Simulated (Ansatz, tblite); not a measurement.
Spin states of Sn₂Bi (the lowest doublet isomer of a short search), each relaxed with r2SCAN-D4/def2-SVP in Ansatz. Electronic energies in the gas phase.

In the def2 sets Bi, Sn take a core potential; there is no spin–orbit coupling. The xTB rows come from tblite. Correlated methods freeze 12 core orbitals; core or outer-core shells of Bi, Sn are correlated, in sets that lack core-valence functions. The structure comes from a short search, and lower isomers may exist.

Doublet geometry (C2v within 0.1 Å):

```xyz
3

Bi   -0.9591   -0.7826   -1.0094
Sn   -0.7194    0.9851    1.1831
Sn    1.6785   -0.2024   -0.1737
```

Quartet geometry (C2v within 0.1 Å):

```xyz
3

Bi   -0.519   -1.686    0.457
Sn    0.057    1.253    1.037
Sn    0.462    0.433   -1.494
```

⟨S²⟩: doublet 0.77 at PBE0-D4/def2-TZVP (pure 0.75), quartet 3.76 at PBE0-D4/def2-TZVP (pure 3.75).

Run but left out: HF/def2-SVP, HF/def2-TZVP, MP2/def2-SVP, MP2/def2-TZVP (doublet: ⟨S²⟩ 1.15 to 1.17, where a pure state has 0.75); CCSD/def2-SVP, CCSD(T)/def2-SVP (quartet: ⟨S²⟩ 4.35, where a pure state has 3.75).

Only these spin states were relaxed.

| level | quartet − doublet (kcal/mol) | lowest of these |
| --- | --- | --- |
| GFN1-xTB | 36.9 | doublet |
| GFN2-xTB | 38.4 | doublet |
| revPBE-D4/def2-TZVP | 27.7 | doublet |
| BLYP-D4/def2-TZVP | 29.4 | doublet |
| CAM-B3LYP-D4/def2-TZVP | 28.7 | doublet |
| ωB97M-V/def2-TZVP | 28.3 | doublet |

Q: Estimate the rows for PBE-D4/def2-TZVP, r2SCAN-D4/def2-TZVP, PBE0-D4/def2-TZVP, B2PLYP/def2-TZVP, RPA@PBE/def2-TZVP.

A: 
| level | quartet − doublet (kcal/mol) | lowest of these |
| --- | --- | --- |
| PBE-D4/def2-TZVP | 28.6 | doublet |
| r2SCAN-D4/def2-TZVP | 26.1 | doublet |
| PBE0-D4/def2-TZVP | 27.9 | doublet |
| B2PLYP/def2-TZVP | 29.8 | doublet |
| RPA@PBE/def2-TZVP | 27.6 | doublet |

The xTB methods have no term that favours high spin, so they put low spin too low.
